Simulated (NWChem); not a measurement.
# Basis-set convergence for boron oxyfluoride (BFO)

SMILES: O=BF
```xyz
3

F      0.0000     0.0000    -1.1984
B      0.0000     0.0000     0.0871
O      0.0000     0.0000     1.2938
```
Charge 0, spin multiplicity 1.

All runs are NWChem calculations. Structure: optimised with B3LYP/def2-SVP, a minimum by its harmonic frequencies.

Quantity: vertical ionisation energy at the level ΔHF (Δ: difference of total energies, the cation a doublet at the parent's geometry with its hole in an orbital of symmetry b2 (C2v labels); it is the state that the SCF runs reached, from PBE0 orbitals for Hartree-Fock references, and need not be the lowest).

The Pople sets run with spherical d functions. No SCF solution was tested for a lower state. Open-shell Hartree-Fock references start from PBE0 orbitals; any time given for them includes that run.

```tsv
basis	functions	vertical ionisation energy (eV)
STO-3G	15	9.04
3-21G	27	11.81
6-31G*	42	11.64
pcseg-1	42	11.93
cc-pVDZ	42	11.72
aug-cc-pVDZ	69	11.81
aug-pcseg-1	69	11.88
cc-pVTZ	90	11.71
def2-TZVP	93	11.71
aug-cc-pVTZ	138	11.72
```

Smallest basis within 0.05 eV of aug-cc-pVTZ, the largest set run: cc-pVDZ, with 42 functions against 138 and about 20 % of the time (also within reach: cc-pVTZ, def2-TZVP). aug-cc-pVTZ isn't the basis-set limit itself, and a small set can land close by cancellation.
